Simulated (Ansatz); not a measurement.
Geometry optimisation, Ansatz 0.2.0, RKS PBE/def2-SVP.

Input:

```yaml
crystal:
  periodic: [false, false, false]
  atoms:
    - { symbol: Si, position_ang: [-0.3014, -0.5202, 0.2012] }
    - { symbol: Cl, position_ang: [1.1267, -1.9018, 0.0955] }
    - { symbol: H, position_ang: [-0.7511, 0.408, -0.964] }
    - { symbol: Br, position_ang: [0.3773, 2.0606, -0.8935] }
    - { symbol: H, position_ang: [-0.4515, -0.0466, 1.5608] }
basis:
  gaussian: { orbitals: def2-SVP }
hamiltonian:
  xc: pbe
relax:
  f_tol: 0.15
  max_steps: 25
  restrain:
    - { distance: [0, 2], at: 2.72, k: 30.0 }
    - { distance: [0, 3], at: 3.61, k: 30.0 }
    - { distance: [2, 3], at: 1.51, k: 30.0 }
output:
  orbitals: {}
```

Run as:

```bash
$ ansatz run input.yaml --threads 2 --pin off --max-ram 3072MiB --backend cpu --events-out ev --progress --plain --runs-dir out
```

**Question.** Where does it end, and by what steps?

**Answer.** The run converged. The restraints hold the end off the free minimum. After 8 steps the energy has risen by 0.204 eV (the restraints' own energy left out); H3 moved furthest, 0.82 Å. Parted: Si1–H3 (1.56 → 2.72 Å). Joined: H3–Br4 (2.00 → 1.48 Å).

| step | energy less start (eV) | largest force component (eV/Å) | accepted |
| --- | --- | --- | --- |
| 0 | 0.0000 | 1.830 | yes |
| 1 | 0.8332 | 3.558 | yes |
| 2 | 1.2526 | 4.537 | yes |
| 3 | 0.7746 | 3.165 | yes |
| 4 | 0.3008 | 0.445 | yes |
| 5 | 0.2368 | 0.609 | yes |
| 6 | 0.2361 | 0.718 | yes |
| 7 | 0.2107 | 0.677 | yes |
| 8 | 0.2036 | 0.654 | yes |

```xyz
5
Properties=species:S:1:pos:R:3
Si -0.478 -0.903 0.418
Cl 1.252 -2.095 0.353
H -0.711 1.089 -1.416
Br 0.195 2.245 -1.203
H -0.258 -0.336 1.848
```

Run time: 5.6 s on 2 threads of Intel(R) Xeon(R) Platinum 8488C (Sapphire Rapids), with other jobs on the host, peak memory 0.17 GiB.
